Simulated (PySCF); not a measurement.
# Ions at one geometry of [Hf(NH2)3]+

PySCF 2.14.0, RKS PBE0, Hf def2-SVP with ECP60, N def2-SVP, H def2-SVP; non-relativistic Hamiltonian with scalar-relativistic core potentials where named; density fitting; no spin-orbit coupling; singlets restricted, open shells unrestricted. The geometry is relaxed for charge +1, singlet, vacuum:

```xyz
10

Hf   -0.0800    0.0458    0.6396
N     1.8753    0.0145    0.3091
H     2.4512   -0.8257    0.2196
H     2.4698    0.8146    0.0828
N    -0.9531    1.6459   -0.1428
H    -0.4995    2.5385   -0.3513
H    -1.9042    1.6969   -0.5147
N    -0.9535   -1.6419    0.0728
H    -0.4885   -2.5419   -0.0644
H    -1.9175   -1.7466   -0.2507
```

Energies count from the relaxed state; an electron taken off or put on is at rest in vacuum. Charges and spins are Mulliken's.

```csv
state,energy (eV),spin squared,charge on Hf1 (e),spin on Hf1 (e),dipole about the centre of mass (D)
"charge +1, singlet, vacuum",0.00,0.00,1.19,0.00,0.73
"charge 0, doublet, vacuum",-5.30,0.75,0.55,1.09,2.65
```

Problem. What does the state charge +2, doublet, vacuum give?

Solution. energy (eV) 14.43, spin squared 0.80, charge on Hf1 (e) 1.42, spin on Hf1 (e) -0.19, dipole about the centre of mass (D) 1.48.

With an electron taken off (doublet) the charges change, summed by element, by Hf +0.23 e, N +0.42 e, H +0.35 e. The vertical ionisation energy is 14.43 eV, against −ε(HOMO) = 12.45 eV of the relaxed state. The level lies 2.0 eV too high, as is usual for semilocal functionals and global hybrids, which keep a self-interaction error.

With an electron put on (doublet) the charges change, summed by element, by Hf -0.64 e, N -0.06 e, H -0.30 e. The vertical electron affinity is 5.30 eV, against −ε(LUMO) = 6.88 eV of the relaxed state.

Open shells may have lower solutions than those found.
